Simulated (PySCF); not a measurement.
# Bond lengths and vibrations by method: AlBClFH cation

These are calculations, not measurements. The program is PySCF 2.14.0, an open-source quantum chemistry code, run on an isolated molecule that a program drew, which may never have been made. The molecule is AlBClFH cation (charge +1, singlet), drawn as the SMILES string `[F][AlH][B+]Cl`.

The geometry was optimised and harmonic frequencies were computed with HF and MP2, all in the cc-pV(D+d)Z basis, for the commonest isotopes, with a restricted reference for singlets and an unrestricted one otherwise, and a frozen core in MP2. Each result is a local minimum of its method.

Geometry at the HF minimum:
```xyz
5
AlBClFH cation, angstrom
F    -1.9936   -0.8823    1.3885
Al   -1.1264   -1.6154    0.2209
B    -1.4303   -0.2853   -1.5487
Cl   -1.6807    0.7093   -2.8050
H    -0.2533   -2.8808    0.1111
```

Lengths of the bonds as drawn, in Å (atoms numbered as above):
```
bond,HF,MP2
F1-Al2,1.629,1.652
Al2-B3,2.234,2.229
B3-Cl4,1.622,1.624
Al2-H5,1.541,1.546
```

Rotational constants, in GHz:
```
constant,HF,MP2
A,16.73,16.41
B,1.486,1.48
C,1.364,1.358
```

Harmonic frequencies in cm^-1, each column in rising order, so a row needn't be the same motion in every method:
```
rank,HF,MP2
1,100,91
2,219,?
3,295,281
4,352,343
5,478,466
6,617,599
7,902,868
8,1236,1234
9,2162,2116
```

**Estimate the missing MP2 frequency from the HF column.**

A single factor s that minimises the squared misfit of MP2 against s times HF over the other rows is sum(HF x MP2) / sum(HF^2) = 0.9799, with an rms misfit of 11 cm^-1. For rank 2 it gives 0.9799 x 219 = 215 cm^-1. The calculation gives 205 cm^-1, 10 cm^-1 below the estimate. The drawn bonds are on average 0.4 % longer in MP2 than in HF.
